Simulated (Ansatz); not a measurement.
One change: `C=C([SiH3])NC` becomes `C=CC(=C)[SiH3]`.

Ansatz, PBE0-D4/def2-TZVP geometries, multiplicity 1. Each molecule was computed in one conformer, which needn't be the lowest.

| property | `C=C([SiH3])NC` |
| --- | --- |
| HOMO–LUMO gap (B3LYP/def2-TZVPP) / eV | 5.74 |
| HOMO energy (B3LYP/def2-TZVPP) / eV | -5.73 |
| HOMO energy (PBE0/def2-TZVPP) / eV | -5.93 |
| LUMO energy (B3LYP/def2-TZVPP) / eV | 0.02 |
| HOMO–LUMO gap (ωB97M-V/def2-TZVPP) / eV | 10.35 |
| HOMO–LUMO gap (PBE/def2-TZVPP) / eV | 4.11 |

Give the same properties after the change, and the shifts. (Estimate.)

The calculation gave: 
| property | `C=CC(=C)[SiH3]` | shift |
| --- | --- | --- |
| HOMO–LUMO gap (B3LYP/def2-TZVPP) / eV | 5.51 | -0.23 |
| HOMO energy (B3LYP/def2-TZVPP) / eV | -6.83 | -1.10 |
| HOMO energy (PBE0/def2-TZVPP) / eV | -7.04 | -1.11 |
| LUMO energy (B3LYP/def2-TZVPP) / eV | -1.32 | -1.34 |
| HOMO–LUMO gap (ωB97M-V/def2-TZVPP) / eV | 10.08 | -0.27 |
| HOMO–LUMO gap (PBE/def2-TZVPP) / eV | 4.00 | -0.11 |

With PBE0 the HOMO falls by 1.11 eV and the LUMO falls by 1.35 eV, so the gap narrows by about 0.24 eV. PBE moves the HOMO by -1.26 eV and ωB97M-V by -1.02 eV.

B3LYP here is the variant with VWN-RPA as its local correlation; programs differ in this.
